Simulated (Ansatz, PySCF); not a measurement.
Gas-phase reaction in SMILES: NC1CCCC1 → NC1[CH]CCC1 + H atom (the C-H bond at the site shown breaks; other sites are not compared here)
Geometries: B3LYP-D3(BJ)/def2-TZVP minima from Ansatz (a quantum-chemistry and plane-wave program), one conformer each, not searched for the lowest. Frequencies are from Ansatz or PySCF.

Quantity: bond dissociation energy (enthalpy at 298 K, with B3LYP-D3(BJ) rigid-rotor harmonic-oscillator terms), in kcal/mol. Cores are frozen in the correlated levels unless marked. Open shells are spin-unrestricted. Spin-orbit coupling is left out. Non-relativistic. Basis-set limits of correlation are two-point, X^-3; Hartree-Fock from the larger set. [CCSD(T)-MP2]/basis is that difference in the basis named.

RI-MP2/CBS(cc-pVTZ,cc-pVQZ)+[CCSD(T)-MP2]/cc-pVTZ (Ansatz) gives 98.3 kcal/mol.

**Question.** Another calculation gave 96.3 kcal/mol. Which level was it?
A. B3LYP/def2-TZVPD (Ansatz)
B. r2SCAN/def2-TZVPD (Ansatz)
C. SVWN5/def2-TZVPD (Ansatz)
D. wB97X-V/def2-TZVPD (Ansatz)

**Answer.** D, wB97X-V/def2-TZVPD (Ansatz). The others give 93.8 (B3LYP), 90.8 (r2SCAN), 103.3 (SVWN5) kcal/mol.
